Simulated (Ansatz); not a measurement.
**Two structures, one formula**

Two relaxed structures of AlSiH3SO, singlet (PBE0-D4/def2-TZVP; forces vanish, vibrations not checked).

A:

| atom | x (Å) | y (Å) | z (Å) |
| --- | --- | --- | --- |
| S1 | -1.5044 | 1.4541 | -0.5520 |
| Si2 | -0.5046 | 0.2548 | 0.9488 |
| O3 | 0.5987 | -0.4735 | 0.0005 |
| Al4 | 1.7759 | -1.2536 | -0.9378 |
| H5 | -2.3615 | 1.9868 | 0.3349 |
| H6 | 3.1715 | -0.5360 | -1.0931 |
| H7 | 1.3968 | -2.6510 | -1.5627 |

B:

| atom | x (Å) | y (Å) | z (Å) |
| --- | --- | --- | --- |
| S1 | -0.4879 | 1.1773 | -0.6219 |
| Si2 | 0.5338 | 0.2711 | 1.3457 |
| O3 | 0.0602 | -1.4657 | 0.6037 |
| Al4 | 1.0218 | -0.6378 | -0.7553 |
| H5 | -1.7864 | 0.8105 | -0.5370 |
| H6 | -0.8642 | -1.7284 | 0.6034 |
| H7 | 1.3550 | -1.4073 | -2.0876 |

Computed with Ansatz 0.2.0 (basis: def2-TZVPP); correlated methods freeze the cores. B3LYP uses VWN-RPA correlation.

(1) Which structure is lower at CCSD(T), and by how much? (Judge from chemistry; the value comes from the calculation.)

The T1 diagnostic stays at or below 0.016.

## Answers

(1) By the calculation: A, by 41.21 kcal/mol (electronic energy, against the other). By their contacts, A is AlSiH₃SO ([AlH2][O][Si][SH]) and B is AlSiH₃SO ([OH]1[AlH]2[SH][Si]12).

All methods give the same order:

```
   method  E(B) − E(A) (kcal/mol)
   PBE-D4                   31.39
r2SCAN-D4                   36.55
  PBE0-D4                   34.01
 B3LYP-D4                   42.37
  wB97M-V                   40.68
       HF                   55.62
      MP2                   41.86
     CCSD                   43.68
  CCSD(T)                   41.21
```

Labels in which every atom is bracketed show which atoms are joined, not bond orders.

For scale, one of the runs: CCSD(T)/def2-TZVPP, 199 basis functions, launched by `ansatz run in.yaml --threads 2 --pin off --events-out ev --progress --plain --max-ram 4352MiB`. Hardware: 2 CPU threads of an Arm Neoverse V2, shared host. Wall time 53 s; peak host memory 2.1 GiB.
